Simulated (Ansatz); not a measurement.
In₁₄As₁₄H₃₄, a nanocrystal cut from wurtzite InAs (hydrogen-capped). Charge 0, multiplicity 1. Geometry PBE-D4/def2-SVP, basis def2-SVP, Ansatz.

```xyz
62

As   -2.264   -3.779   -3.344
In   -4.426   -2.074   -3.063
In   -1.231    0.272   -5.454
As   -2.699   -0.015   -3.174
In   -0.503   -4.198   -1.358
As   -2.344   -4.376    0.647
In    2.021   -1.549   -3.093
As    1.179    0.689   -4.227
As    0.524   -1.813   -0.907
In   -1.311    0.105   -0.929
In   -2.507   -2.519    2.606
As   -2.946   -0.315    1.177
In    1.293    2.899   -2.753
As   -0.201    2.470   -0.605
In   -2.049    4.388   -0.996
In   -3.186    1.735    2.882
As   -3.583    3.821    1.242
As    4.413   -0.985   -1.923
In    1.940   -1.858    1.363
As    0.029   -2.065    3.284
In    4.793    0.958   -0.067
As    3.795    2.905   -1.661
As    2.936    0.569    1.760
In    1.215    2.604    1.644
In   -0.075   -0.137    5.140
As   -0.607    1.941    3.550
In    4.530    0.643    3.936
As    2.510    0.208    5.780
H    -2.612   -5.152   -3.918
H    -1.424   -3.300   -4.527
H    -5.381   -2.216   -4.507
H    -4.925   -2.378   -1.418
H    -1.121   -1.339   -6.116
H    -1.708    1.745   -6.241
H    -3.534    1.258   -3.030
H     0.491   -5.620   -1.433
H    -3.731   -4.438    0.012
H    -2.363   -5.773    1.267
H     2.160   -2.962   -4.108
H     2.186    0.924   -5.358
H    -3.628   -2.947    3.864
H    -4.336   -0.532    0.578
H     1.057    4.389   -3.629
H    -3.078    3.894   -2.311
H    -1.367    5.950   -0.660
H    -4.329    1.538    4.179
H    -5.076    3.783    0.914
H    -3.665    5.026    2.180
H     5.510   -0.872   -2.982
H     4.914   -2.290   -1.305
H     3.067   -3.189    1.455
H     0.396   -3.310    4.097
H     6.475    1.176    0.329
H     4.846    3.258   -2.714
H     3.919    4.203   -0.864
H     1.942    4.157    1.973
H    -1.163   -0.413    6.472
H    -0.610    3.117    4.530
H     5.475   -0.817    4.000
H     5.024    2.284    4.231
H     2.840   -0.957    6.713
H     2.502    1.280    6.870
```

| run | HOMO (eV) | LUMO (eV) |
| --- | --- | --- |
| A | -6.05 | -2.16 |
| B | -6.40 | -1.89 |
| C | -5.74 | -2.40 |
| D | -5.52 | -2.57 |

In the def2 sets In takes a core potential; there is no spin–orbit coupling. Single mean-field runs in def2-SVP are fitted with def2-universal-jkfit.

Question: The runs used PBE, PBE0, r2SCAN, r2SCANh. Estimate which is which.

Answer: A r2SCANh (10 % exact exchange); B PBE0 (25 % exact exchange); C r2SCAN (0 % exact exchange); D PBE (0 % exact exchange). Exact exchange lowers occupied and raises empty levels; among semilocal functionals meta-GGAs tend to open the gap a little, and such runs are hard to tell apart. The gap grows from 2.95 eV (PBE) to 4.51 eV (PBE0).
